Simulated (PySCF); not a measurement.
## Arsenic: a sound run and one with changed settings

Sound run: As [Ar] 3d10 4s2 4p3, As+ [Ar] 3d10 4s2 4p2. All numbers are calculated (PySCF 2.14, the non-relativistic Hamiltonian (point nucleus), in pcseg-2 (6s5p3d1f, 43 functions)). The sound run starts from symmetry-adapted Hartree-Fock orbitals and uses a fine grid where one is needed.

Changed run: radial step 0.5 in ln r (0.13 in the sound run). This setting is unsound on purpose.

```tsv
species	method	sound run (hartree)	changed run (hartree)	converged
As	UHF	-2234.20944	-2234.20944	yes
As	MN15	-2236.25930	-2236.19735	yes
As	r2SCAN	-2235.83766	-2235.93895	yes
As+	UHF	-2233.86205	-2233.86205	yes
As+	MN15	-2235.89207	-2235.82558	yes
As+	r2SCAN	-2235.46534	-2235.56734	yes
```

Ionisation energy of As:

| method | sound run (eV) | changed run (eV) |
| --- | --- | --- |
| UHF | 9.453 | 9.453 |
| MN15 | 9.993 | 10.116 |
| r2SCAN | 10.131 | 10.112 |

A coarse radial grid mis-integrates the density and the exchange-correlation energy, with errors of either sign; Hartree-Fock needs no grid.

For comparison, NIST gives 9.789 eV between the lowest levels.
